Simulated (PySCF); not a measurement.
How the method changes the constants of LiBe⁺

State: ¹Σ⁺ (singlet), closed shell. Set-up: basis Li aug-cc-pVDZ, Be aug-cc-pVDZ; no relativity; PySCF 2.14. De refers to Li⁺ + Be in their ground configurations, without counterpoise correction. A positive dipole points towards Be; it is taken about the centre of mass and depends on that origin.

```tsv
Level	Re (Å)	ωe (cm⁻¹)	De (eV)	μ (D)	CPU s a point (SCF and correlation, without the integrals)
RHF-MP2	2.602	308	0.63	n/a	0.045
RHF-SCS-MP2	2.593	305	0.63	n/a	n/a
RHF-CCSD	2.591	302	0.58	n/a	n/a
RHF-CCSD(T)	2.591	302	0.58	n/a	0.45
LDA	2.590	322	0.71	-3.13	0.21
PBE	2.609	321	0.69	-3.23	0.29
r²SCAN	2.643	310	0.62	-3.34	0.48
PBE0	2.604	327	0.69	-3.19	0.55
MN15	2.714	265	0.56	-3.83	0.48
BHandHLYP	2.587	332	0.70	-3.10	0.2
```

The bond length runs from 2.587 Å (BHandHLYP) to 2.714 Å (MN15). De spans 0.56 eV (MN15, hybrid meta-GGA) to 0.71 eV (LDA, local density).

Correlated steps freeze no core orbitals. Closed-shell solutions of metal pairs were not tested for spin polarisation, which can lower them a little. Correlated levels converge slowly with the basis: in double zeta they bind strong bonds too weakly, by up to about 1 eV, and carry superposition errors of some tenths. For an ion De counts to the pair picked by the measured ionisation energies or electron affinities, which need not be the lowest pair at this level.

The whole job (state search and all levels along the bond) took about 0.64 min on 1 thread of Arm Neoverse V2 (shared host), peak memory 0.48 GiB.
